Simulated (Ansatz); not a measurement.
Wavefunction ladder for `COC(=O)CC(=O)C(F)(F)F`

```csv
atom,x (Å),y (Å),z (Å)
C1,-2.6493,0.8677,0.9759
O2,-1.6467,0.8517,-0.0416
C3,-0.4227,0.5364,0.3757
O4,-0.1339,0.2673,1.5073
C5,0.5618,0.5939,-0.7716
C6,1.8487,-0.0937,-0.4021
O7,2.8349,0.4653,-0.0332
C8,1.8605,-1.6310,-0.5899
F9,0.7031,-2.1787,-0.2100
F10,2.8427,-2.2048,0.0743
F11,2.0179,-1.8903,-1.8977
H12,-2.7385,-0.1170,1.4354
H13,-3.5736,1.1418,0.4738
H14,-2.3985,1.5981,1.7456
H15,0.7836,1.6426,-0.9801
H16,0.1102,0.1508,-1.6617
```

The species carries charge 0 and has multiplicity 1. The geometry is a stationary point of PBE0-D4/def2-TZVP. It is one conformer, not always the lowest. Frozen core, restricted reference, the Gaussian-basis code of Ansatz. CBS rows extrapolate triple and quadruple zeta; past MP2 they add the triple-zeta difference.

```
     basis     HF (Eh)  MP2 corr.  CCSD corr.       (T)  CCSD(T) total
  def2-SVP  -714.60747   -1.74309    -1.79001         ?              ?
def2-TZVPP  -715.47177          ?    -2.24764  -0.08877              ?
def2-QZVPP           ?   -2.40418           –         –              –
 CBS(def2)           ?   -2.53738    -2.56067     as TZ              ?
```

Fill in the withheld values. (An estimate is asked.)

Computed: def2-SVP (T): -0.05058; def2-SVP CCSD(T) total: -716.44806; def2-TZVPP MP2 corr.: -2.22436; def2-TZVPP CCSD(T) total: -717.80818; def2-QZVPP HF (Eh): -715.50290; CBS(def2) HF (Eh): -715.50719; CBS(def2) CCSD(T) total: -718.15663.
